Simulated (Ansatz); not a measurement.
ClFH2NNbO, SMILES `[NH2][Nb](=[O])([F])[Cl]`, relaxed with RKS PBE-D4/def2-SVP in Ansatz from a rough embedded geometry. The force threshold is 0.03 eV/Å; the program also tests the step.

The species carries charge 0 and has multiplicity 1. Nb takes the def2 core potential.

Start:

```xyz
7

N     1.020    0.203    0.944
Nb   -0.325    0.164   -0.622
O    -1.018    1.794   -0.804
F     0.550   -0.304   -2.287
Cl   -2.094   -1.419   -0.183
H     1.395   -0.817    1.096
H     0.472    0.380    1.856
```

How much energy does the relaxation release, and in how many steps? (Estimate.)

Computed: 19.49 kcal/mol, in 9 steps, 1 of them rejected.

Which bonds change most? (Best estimate.)

Computed: N1–Nb2 from 2.065 to 1.959 Å; Nb2–Cl5 from 2.414 to 2.327 Å; Nb2–O3 from 1.781 to 1.707 Å; N1–H6 from 1.098 to 1.028 Å.

Give the relaxed structure. (An estimate is asked.)

The calculation gave: 
```xyz
7

N     0.748   -0.004    0.960
Nb   -0.404    0.082   -0.621
O    -1.013    1.676   -0.582
F     0.603   -0.220   -2.186
Cl   -2.131   -1.467   -0.431
H     1.309   -0.824    1.225
H     0.888    0.757    1.635
```
